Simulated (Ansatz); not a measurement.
Molecular dynamics of C2H6BF

Input file:

```yaml
crystal:
  periodic: [false, false, false]
  atoms:
    - { symbol: B, position_ang: [0.002684, -0.06825, -0.062715] }
    - { symbol: F, position_ang: [0.000489, -0.230348, 1.264963] }
    - { symbol: C, position_ang: [1.387977, 0.102813, -0.775534] }
    - { symbol: H, position_ang: [1.68825, -0.891232, -1.156869] }
    - { symbol: H, position_ang: [1.334555, 0.762482, -1.654821] }
    - { symbol: H, position_ang: [2.18447, 0.446467, -0.099694] }
    - { symbol: C, position_ang: [-1.384091, -0.063128, -0.793109] }
    - { symbol: H, position_ang: [-2.145314, -0.656651, -0.265337] }
    - { symbol: H, position_ang: [-1.746534, 0.981955, -0.805158] }
    - { symbol: H, position_ang: [-1.322484, -0.384207, -1.843226] }
basis:
  gaussian: { orbitals: def2-SVP }
hamiltonian:
  xc: pbe0
  dispersion: d4
md:
  timestep: 0.25
  n_steps: 150
  ensemble: nvt_langevin
  temperature: 200.0
  initial_velocities: maxwell_boltzmann
  seed: 850528
  friction: 0.001
```

Command:

```bash
$ ansatz run input.yaml --threads 1 --pin off --max-ram 2048MiB --backend cpu --events-out ev --progress --plain --runs-dir out
```

It starts from a relaxed structure.

Output, in part (one step line in 3, the closing report, with atoms numbered from 0):

```
md step     0: t =     0.00 fs  T =   180.0 K  F+E_penalty+E_count = -5556.92978356 eV  E_kin = 0.232668 eV  (24 SCF iters)
md step     3: t =     0.75 fs  T =   169.4 K  F+E_penalty+E_count = -5556.91786071 eV  E_kin = 0.218907 eV  (21 SCF iters)
md step     6: t =     1.50 fs  T =   146.5 K  F+E_penalty+E_count = -5556.88856627 eV  E_kin = 0.189401 eV  (21 SCF iters)
md step     9: t =     2.25 fs  T =   122.8 K  F+E_penalty+E_count = -5556.85746648 eV  E_kin = 0.158728 eV  (21 SCF iters)
md step    12: t =     3.00 fs  T =   105.6 K  F+E_penalty+E_count = -5556.83744120 eV  E_kin = 0.136485 eV  (22 SCF iters)
md step    15: t =     3.75 fs  T =   105.0 K  F+E_penalty+E_count = -5556.83185092 eV  E_kin = 0.135770 eV  (22 SCF iters)
md step    18: t =     4.50 fs  T =   105.7 K  F+E_penalty+E_count = -5556.83471187 eV  E_kin = 0.136621 eV  (21 SCF iters)
md step    21: t =     5.25 fs  T =   104.4 K  F+E_penalty+E_count = -5556.83496582 eV  E_kin = 0.134979 eV  (21 SCF iters)
md step    24: t =     6.00 fs  T =    95.6 K  F+E_penalty+E_count = -5556.82613271 eV  E_kin = 0.123585 eV  (21 SCF iters)
md step    27: t =     6.75 fs  T =    80.2 K  F+E_penalty+E_count = -5556.81218101 eV  E_kin = 0.103707 eV  (21 SCF iters)
md step    30: t =     7.50 fs  T =    71.3 K  F+E_penalty+E_count = -5556.80325501 eV  E_kin = 0.092142 eV  (19 SCF iters)
md step    33: t =     8.25 fs  T =    74.6 K  F+E_penalty+E_count = -5556.80871720 eV  E_kin = 0.096456 eV  (19 SCF iters)
md step    36: t =     9.00 fs  T =    91.4 K  F+E_penalty+E_count = -5556.83097185 eV  E_kin = 0.118079 eV  (21 SCF iters)
md step    39: t =     9.75 fs  T =   117.5 K  F+E_penalty+E_count = -5556.86176272 eV  E_kin = 0.151840 eV  (21 SCF iters)
md step    42: t =    10.50 fs  T =   137.0 K  F+E_penalty+E_count = -5556.88566446 eV  E_kin = 0.177150 eV  (21 SCF iters)
md step    45: t =    11.25 fs  T =   142.0 K  F+E_penalty+E_count = -5556.89131144 eV  E_kin = 0.183519 eV  (24 SCF iters)
md step    48: t =    12.00 fs  T =   131.0 K  F+E_penalty+E_count = -5556.87845175 eV  E_kin = 0.169388 eV  (21 SCF iters)
md step    51: t =    12.75 fs  T =   115.0 K  F+E_penalty+E_count = -5556.85725043 eV  E_kin = 0.148700 eV  (21 SCF iters)
md step    54: t =    13.50 fs  T =   101.0 K  F+E_penalty+E_count = -5556.84013250 eV  E_kin = 0.130520 eV  (21 SCF iters)
md step    57: t =    14.25 fs  T =    96.0 K  F+E_penalty+E_count = -5556.83221850 eV  E_kin = 0.124090 eV  (21 SCF iters)
md step    60: t =    15.00 fs  T =    94.8 K  F+E_penalty+E_count = -5556.82974794 eV  E_kin = 0.122479 eV  (21 SCF iters)
md step    63: t =    15.75 fs  T =    90.5 K  F+E_penalty+E_count = -5556.82467633 eV  E_kin = 0.116948 eV  (21 SCF iters)
md step    66: t =    16.50 fs  T =    77.9 K  F+E_penalty+E_count = -5556.81013357 eV  E_kin = 0.100657 eV  (21 SCF iters)
md step    69: t =    17.25 fs  T =    60.0 K  F+E_penalty+E_count = -5556.78741687 eV  E_kin = 0.077585 eV  (21 SCF iters)
md step    72: t =    18.00 fs  T =    45.4 K  F+E_penalty+E_count = -5556.76620509 eV  E_kin = 0.058715 eV  (19 SCF iters)
md step    75: t =    18.75 fs  T =    40.6 K  F+E_penalty+E_count = -5556.75900122 eV  E_kin = 0.052458 eV  (19 SCF iters)
md step    78: t =    19.50 fs  T =    51.6 K  F+E_penalty+E_count = -5556.77278616 eV  E_kin = 0.066678 eV  (19 SCF iters)
md step    81: t =    20.25 fs  T =    71.3 K  F+E_penalty+E_count = -5556.80070914 eV  E_kin = 0.092146 eV  (21 SCF iters)
md step    84: t =    21.00 fs  T =    94.9 K  F+E_penalty+E_count = -5556.82937849 eV  E_kin = 0.122690 eV  (21 SCF iters)
md step    87: t =    21.75 fs  T =   107.4 K  F+E_penalty+E_count = -5556.84581492 eV  E_kin = 0.138848 eV  (21 SCF iters)
md step    90: t =    22.50 fs  T =   108.9 K  F+E_penalty+E_count = -5556.84690240 eV  E_kin = 0.140821 eV  (21 SCF iters)
md step    93: t =    23.25 fs  T =   103.5 K  F+E_penalty+E_count = -5556.83934204 eV  E_kin = 0.133730 eV  (24 SCF iters)
md step    96: t =    24.00 fs  T =    99.6 K  F+E_penalty+E_count = -5556.83436177 eV  E_kin = 0.128721 eV  (21 SCF iters)
md step    99: t =    24.75 fs  T =   101.2 K  F+E_penalty+E_count = -5556.83687296 eV  E_kin = 0.130849 eV  (20 SCF iters)
md step   102: t =    25.50 fs  T =   108.4 K  F+E_penalty+E_count = -5556.84360240 eV  E_kin = 0.140128 eV  (21 SCF iters)
md step   105: t =    26.25 fs  T =   112.4 K  F+E_penalty+E_count = -5556.84670455 eV  E_kin = 0.145304 eV  (21 SCF iters)
md step   108: t =    27.00 fs  T =   101.8 K  F+E_penalty+E_count = -5556.83779695 eV  E_kin = 0.131613 eV  (21 SCF iters)
md step   111: t =    27.75 fs  T =    87.0 K  F+E_penalty+E_count = -5556.81714285 eV  E_kin = 0.112463 eV  (21 SCF iters)
md step   114: t =    28.50 fs  T =    67.7 K  F+E_penalty+E_count = -5556.79243248 eV  E_kin = 0.087564 eV  (22 SCF iters)
md step   117: t =    29.25 fs  T =    58.8 K  F+E_penalty+E_count = -5556.77584082 eV  E_kin = 0.075966 eV  (19 SCF iters)
md step   120: t =    30.00 fs  T =    62.1 K  F+E_penalty+E_count = -5556.77685863 eV  E_kin = 0.080220 eV  (19 SCF iters)
md step   123: t =    30.75 fs  T =    74.5 K  F+E_penalty+E_count = -5556.79501118 eV  E_kin = 0.096276 eV  (21 SCF iters)
md step   126: t =    31.50 fs  T =    89.6 K  F+E_penalty+E_count = -5556.81881197 eV  E_kin = 0.115781 eV  (21 SCF iters)
md step   129: t =    32.25 fs  T =   103.5 K  F+E_penalty+E_count = -5556.83705030 eV  E_kin = 0.133798 eV  (21 SCF iters)
md step   132: t =    33.00 fs  T =   107.9 K  F+E_penalty+E_count = -5556.84484575 eV  E_kin = 0.139444 eV  (20 SCF iters)
md step   135: t =    33.75 fs  T =   109.2 K  F+E_penalty+E_count = -5556.84639821 eV  E_kin = 0.141162 eV  (21 SCF iters)
md step   138: t =    34.50 fs  T =   114.6 K  F+E_penalty+E_count = -5556.84918911 eV  E_kin = 0.148192 eV  (20 SCF iters)
md step   141: t =    35.25 fs  T =   120.4 K  F+E_penalty+E_count = -5556.85850058 eV  E_kin = 0.155620 eV  (21 SCF iters)
md step   144: t =    36.00 fs  T =   129.3 K  F+E_penalty+E_count = -5556.87181100 eV  E_kin = 0.167144 eV  (21 SCF iters)
md step   147: t =    36.75 fs  T =   136.7 K  F+E_penalty+E_count = -5556.88185742 eV  E_kin = 0.176654 eV  (21 SCF iters)
md step   150: t =    37.50 fs  T =   133.3 K  F+E_penalty+E_count = -5556.88092616 eV  E_kin = 0.172246 eV  (23 SCF iters)
Total energy: -5556.88095087 eV, -204.2116083553 hartree
Atom 0 at     0.002282    -0.060818    -0.040725 Å, force    -0.086515    -0.234840    -0.055001 eV/Å
Atom 1 at    -0.063265    -0.143879     1.294380 Å, force    -0.025415     0.050596    -0.196930 eV/Å
Atom 2 at     1.393705    -0.055235    -0.738597 Å, force     0.399410    -0.139476     0.159635 eV/Å
Atom 3 at     1.598538    -1.089361    -1.079201 Å, force    -0.007079    -0.028925     0.167498 eV/Å
Atom 4 at     1.406439     0.526529    -1.668333 Å, force     0.002841     0.235168     0.002868 eV/Å
Atom 5 at     2.213026     0.247395    -0.065730 Å, force     0.012636    -0.022282    -0.164735 eV/Å
Atom 6 at    -1.308019     0.025368    -0.881326 Å, force    -0.881222    -0.058979    -0.047162 eV/Å
Atom 7 at    -2.195653    -0.521696    -0.499900 Å, force     0.352896     0.127247     0.207846 eV/Å
Atom 8 at    -1.606444     1.099924    -0.860817 Å, force     0.089002    -0.234872    -0.212339 eV/Å
Atom 9 at    -1.188218    -0.296387    -1.932316 Å, force     0.143447     0.306364     0.138320 eV/Å
Dipole moment:     0.005379     0.018528    -0.284086 e Å
```

All steps were run. The mean temperature of the second half is 52 % below the set value. A run of 0.037 ps of so small a system gives no equilibrium averages.

The same pairs are bonded in the first frame and the last. Pairs count as bonded within 1.25 times the sum of covalent radii (0.12 Å more for H–H).

Last frame:

```xyz
10
Properties=species:S:1:pos:R:3
B 0.002 -0.061 -0.041
F -0.063 -0.144 1.294
C 1.394 -0.055 -0.739
H 1.599 -1.089 -1.079
H 1.406 0.526 -1.668
H 2.213 0.247 -0.066
C -1.308 0.025 -0.881
H -2.196 -0.522 -0.500
H -1.606 1.100 -0.861
H -1.188 -0.296 -1.932
```

Time of the run: 6.9 min on 1 thread of Arm Neoverse V1, on a shared host, peak memory 0.16 GiB.
